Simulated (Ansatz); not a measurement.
The cluster Cu2Br⁺ (the lowest singlet isomer of a short search). Charge 1, multiplicity 1. Geometry PBE0-D4/def2-TZVP, basis def2-TZVP, Ansatz.

```xyz
3

Cu    0.0290    0.1341    1.8757
Cu    0.2503    0.7262   -1.7167
Br   -0.2792   -0.8602   -0.1590
```

```
run  HOMO (eV)  LUMO (eV)
  A     -10.87      -8.49
  B     -12.53      -7.45
  C     -13.95      -6.63
  D     -10.96      -8.73
  E     -12.64      -7.21
  F     -11.04      -8.21
```

The structure comes from a short search, and lower isomers may exist.

Task: The runs used BLYP, CAM-B3LYP, PBE0, r2SCAN, r2SCAN0, revPBE. Estimate which is which.

Result: A revPBE (0 % exact exchange); B PBE0 (25 % exact exchange); C CAM-B3LYP (range-separated); D BLYP (0 % exact exchange); E r2SCAN0 (25 % exact exchange); F r2SCAN (0 % exact exchange). Exact exchange lowers occupied and raises empty levels; among semilocal functionals meta-GGAs tend to open the gap a little, and such runs are hard to tell apart. The gap grows from 2.23 eV (BLYP) to 7.32 eV (CAM-B3LYP).
